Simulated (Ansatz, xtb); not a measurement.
# Relative energy of two isomers of C3H6O3Si

We compare X, `C[Si@@H]1OCC(=O)O1`, a singlet, with Y, `O=C1CO[SiH2]CO1`, a singlet. Both are isolated molecules in the gas phase, relaxed with PBE0-D3(BJ)/def2-SVP; the shapes shown needn't be the lowest conformers.

X (Å):

```xyz
13

C    -3.0727    1.9513   -0.2222
C     0.5205    0.4159   -0.4804
C     0.6835    1.4414    0.6430
O    -0.5957    0.7347   -1.2720
O     1.5297    1.4112    1.4827
O    -0.2673    2.3969    0.5606
Si   -1.3187    2.1561   -0.7611
H    -3.7052    1.6794   -1.0819
H    -3.4597    2.8924    0.1987
H    -3.1582    1.1618    0.5390
H    -1.1464    3.2600   -1.7393
H     0.4123   -0.5834   -0.0256
H     1.4478    0.4061   -1.0793
```

Y (Å):

```xyz
13

C    -0.0229    2.7813   -0.2652
C     0.5439    1.3691   -0.1639
C    -2.2070    1.8466    0.1629
O     0.6791    3.7465   -0.3490
O    -0.1414    0.4013   -0.9131
O    -1.3625    2.9214   -0.2550
Si   -1.8056    0.2874   -0.8335
H     1.5794    1.4332   -0.5242
H     0.5921    1.0971    0.9103
H    -2.2592   -0.9433   -0.1219
H    -2.3681    0.3214   -2.2101
H    -2.0786    1.6651    1.2461
H    -3.2379    2.2030    0.0270
```

**Question.** Estimate which is lower in electronic energy at CCSD(T)/def2-SVP + ΔMP2/def2-TZVPP, and by roughly how much.

**Answer.** The CCSD(T)/def2-SVP + ΔMP2/def2-TZVPP calculation puts structure X lower, by 52.5 kcal/mol.

How the difference moves with the method:

```
                             level              geometry  E(Y) − E(X) (kcal/mol)  departure from the last row (kcal/mol)  job, with rough time for the two
                          GFN2-xTB              GFN2-xTB                     +36.1                                   −16.4              optimisation, 0.18 s
                         HF/STO-3G              GFN2-xTB                     +38.6                                   −13.9              single point, 0.36 s
                r2SCAN-D4/def2-SVP              GFN2-xTB                     +47.8                                    −4.6               single point, 3.6 s
              PBE0-D3(BJ)/def2-SVP  PBE0-D3(BJ)/def2-SVP                     +47.3                                    −5.2                optimisation, 40 s
                       HF/def2-SVP  PBE0-D3(BJ)/def2-SVP                     +50.3                                    −2.2           part of the CCSD(T) run
                      MP2/def2-SVP  PBE0-D3(BJ)/def2-SVP                     +50.7                                    −1.8           part of the CCSD(T) run
                  CCSD(T)/def2-SVP  PBE0-D3(BJ)/def2-SVP                     +48.0                                    −4.5                      single point
CCSD(T)/def2-SVP + ΔMP2/def2-TZVPP  PBE0-D3(BJ)/def2-SVP                     +52.5                                                        single point, 60 s
```

As drawn, Y has 1 C–O, 1 Si–H in place of 1 O–Si, 1 C–H. Structure X has a 5-membered ring, Y a 6-membered ring.

The levels shown agree on the order. The largest departure from CCSD(T)/def2-SVP + ΔMP2/def2-TZVPP is that of GFN2-xTB, 16.4 kcal/mol. The last row adds to CCSD(T) the change of the MP2 difference between the two basis sets, here +4.5 kcal/mol, a large step that makes the value less sure.

With thermal terms from frequencies at re-optimised GFN2-xTB minima (ideal gas, soft modes damped towards free rotors, one conformer each, 298.15 K, 1 atm): the zero-point term adds −1.2 kcal/mol; ΔH is +51.0 and ΔG +51.9 kcal/mol.

The correlated steps freeze 11 core orbitals. Mirror images aren't counted in ΔG. Codes used: Ansatz 0.2.0, xtb 6.7.1; the last row on 4 threads of Arm Neoverse V1 on a shared host.
